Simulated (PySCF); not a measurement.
Al(H)(OH)2 (AlH3O2), SMILES [OH][AlH][OH].

Geometry optimised at B3LYP-D3(BJ)/def2-TZVP. The values are those of a single conformer.

These are PBE0/def2-TZVPD run with PySCF values and carry that method's errors.

Gas-phase values at a fixed geometry.

Estimate the frontier levels, gap, dipole moment and polarisability. (The exact figures need the calculation; the answer reports its results.)


The highest occupied level comes out as -9.14 eV and the lowest empty level is -0.61 eV. The orbital gap is 8.53 eV and the dipole moment is 2.24 D. The quadrupole, principal values (traceless, Buckingham form, about the centre of nuclear charge) comes out as -7.76, 2.67, 5.09 D·Å and the mean static polarisability is 34.5 bohr³ (5.11 Å³). The polarisability, principal values comes out as 30.9, 36.1, 36.5 bohr³.
